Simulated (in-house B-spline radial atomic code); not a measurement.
A radial electron density 4πr²n(r) was computed for an atom or ion in its tabulated ground configuration with a B-spline radial code for spherical atoms; method: Dirac-Kohn-Sham BLYP, spherical fractional occupations. Columns: r (bohr), 4πr²n(r) (electrons per bohr), bar.

```
 0.00293   0.8404 #
 0.00358    1.211 ##
 0.00439    1.744 ###
 0.00537     2.48 ####
 0.00658    3.501 #####
 0.00805     4.87 #######
 0.00985    6.674 ##########
  0.0121     9.03 #############
  0.0148    11.87 ##################
  0.0181    15.18 #######################
  0.0221    18.75 ############################
  0.0271    22.35 #################################
  0.0332    25.35 ######################################
  0.0406    27.17 ########################################
  0.0497    27.37 #########################################
  0.0609    25.87 ######################################
  0.0745    23.38 ###################################
  0.0912    21.23 ################################
   0.112    20.98 ###############################
   0.137    23.29 ###################################
   0.167       27 ########################################
   0.205    29.64 ############################################
   0.251    28.32 ##########################################
   0.307    22.65 ##################################
   0.376    15.23 #######################
    0.46    10.11 ###############
   0.563    9.213 ##############
    0.69    10.89 ################
   0.844    11.69 #################
    1.03    9.991 ###############
    1.27    6.617 ##########
    1.55     3.76 ######
     1.9    2.074 ###
    2.32    1.364 ##
    2.84    1.017 ##
    3.48   0.7116 #
    4.26   0.4115 #
    5.22   0.1835 
    6.39  0.06038 
    7.82  0.01385 
    9.57 0.002093 
    11.7 0.0001961
```

**Question.** Which atom or ion is it?
A. Ti
B. Cr
C. V+
D. V

**Answer.** D. The area under the curve, ∫4πr²n dr = ∫r·4πr²n d(ln r) on this logarithmic grid, is 23 electrons, which only this option has. The configuration is [Ar] 3d3 4s2.
